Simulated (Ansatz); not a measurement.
C₂H₈Cl₂GeSi (`Cl[SiH](Cl)C[CH2][GeH3]`) at its PBE0-D4/def2-TZVP geometry, where that method's forces vanish. Total charge 0; spin multiplicity 1.

```xyz
14

Cl   -0.7795   -2.8108    2.2894
Si   -0.9334   -1.3743    0.8370
Cl   -2.7093   -0.3755    1.0622
C     0.4827   -0.1830    1.0217
C     0.4027    1.0889    0.1767
Ge    0.4516    0.8112   -1.7690
H    -0.9839   -2.0700   -0.4651
H     0.5366    0.0654    2.0885
H     1.3949   -0.7503    0.7992
H     1.2388    1.7499    0.4213
H    -0.5104    1.6440    0.4064
H     0.5898    2.1658   -2.4824
H    -0.8343    0.1190   -2.2538
H     1.6538   -0.0805   -2.1321
```

Task: What forces (eV/Å) does PBE-D4/def2-TZVPP give on these atoms in the Gaussian-basis code of Ansatz? (Estimate.)

Result: Computed: 
```
Cl1  0.029 -0.221  0.210
Si2  0.050 -0.013 -0.081
Cl3 -0.263  0.153  0.023
C4   0.001  0.013 -0.022
C5   0.008  0.001  0.027
Ge6 -0.005 -0.009 -0.088
H7  -0.003 -0.083 -0.161
H8   0.015  0.042  0.209
H9   0.174 -0.110 -0.035
H10  0.160  0.136  0.039
H11 -0.176  0.110  0.037
H12  0.013  0.128 -0.072
H13 -0.117 -0.064 -0.050
H14  0.112 -0.083 -0.036
```
